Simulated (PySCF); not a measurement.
Compound: cis-Sn(H2O)2Cl4.
SMILES: `[OH2]->[Sn](<-[OH2])([Cl])([Cl])([Cl])[Cl]`

Theory: PBE0-D3(BJ)/def2-SVP geometry optimisation, gas phase, def2 core potentials past Kr in PySCF 2.14.0.

Masses are those of the commonest isotopes; rigid-rotor values at the optimised geometry. 

(1) Give the principal moments of inertia and the rotational constants in MHz.

(2) Classify the top.

(3) What does the inertial defect say?

(4) Give the other two planar moments, Paa and Pbb, and the rms extents of the mass along the axes.

(5) List the rotational levels J(Ka,Kc) to J = 5 (MHz).

(6) Predict some low-J microwave lines.

## Answers

(1) Ia = 610.98, Ib = 649.81, Ic = 722.87 u·Å²; 505379 MHz·u·Å²/I gives A = 827.2, B = 777.7, C = 699.1 MHz.

(2) An asymmetric top; Ray's κ = 0.228.

(3) Not planar: Δ = Ic − Ia − Ib = -537.93 u·Å². For a rigid frame Δ = −2 Σ m c², so Σ m c² = 268.96 u·Å² lies off the ab plane: 10.69 from hydrogen and 258.27 from heavier atoms. The atom farthest from that plane is 1.86 Å away.

(4) Paa = Σ m a² = (Ib + Ic − Ia)/2 = 380.85 and Pbb = Σ m b² = (Ia + Ic − Ib)/2 = 342.02 u·Å². With the mass M = 295.80 u, the rms extents √(P/M) along a, b and c are 1.13, 1.08, 0.95 Å.

(5) Above 0(0,0):
J = 1: 1(0,1) 1477, 1(1,1) 1526, 1(1,0) 1605
J = 2: 2(0,2) 4384, 2(1,2) 4401, 2(1,1) 4637, 2(2,1) 4785, 2(2,0) 4832
J = 3: 3(0,3) 8686, 3(1,3) 8690, 3(1,2) 9141, 3(2,2) 9216, 3(2,1) 9391, 3(3,1) 9684, 3(3,0) 9704
J = 4: 4(0,4) 14381, 4(1,4) 14382, 4(1,3) 15059, 4(2,3) 15084, 4(2,2) 15464, 4(3,2) 15649, 4(3,1) 15759, 4(4,1) 16227, 4(4,0) 16235
J = 5: 5(0,5) 21473, 5(1,5) 21474, 5(1,4) 22363, 5(2,4) 22369, 5(2,3) 22993, 5(3,3) 23079, 5(3,2) 23367, 5(4,2) 23711, 5(4,1) 23767, 5(5,1) 24422, 5(5,0) 24424

(6) The dipole components are |μa| = 0.05 D, |μb| = 0.08 D, |μc| = 4.29 D. The squared components, which scale the intensities, stand as 0.00 : 0.00 : 1.00 (a : b : c). Some lines, for components of 0.1 D or more:

| type | branch | J(Ka,Kc) | MHz | lower level (cm⁻¹) |
| --- | --- | --- | --- | --- |
| c | R | 1(1,0) ← 0(0,0) | 1605 | 0.000 |
| c | R | 2(1,1) ← 1(0,1) | 3160 | 0.049 |
| c | R | 2(2,0) ← 1(1,0) | 3227 | 0.054 |
| c | R | 2(2,1) ← 1(1,1) | 3259 | 0.051 |
| c | R | 3(2,1) ← 2(1,1) | 4754 | 0.155 |
| c | R | 3(1,2) ← 2(0,2) | 4757 | 0.146 |
| c | R | 3(2,2) ← 2(1,2) | 4815 | 0.147 |
| c | R | 3(3,0) ← 2(2,0) | 4873 | 0.161 |
| c | R | 3(3,1) ← 2(2,1) | 4898 | 0.160 |

No frequency check. Zero-point vibration and centrifugal distortion are left out. Quadrupole hyperfine structure (35Cl) is left out.
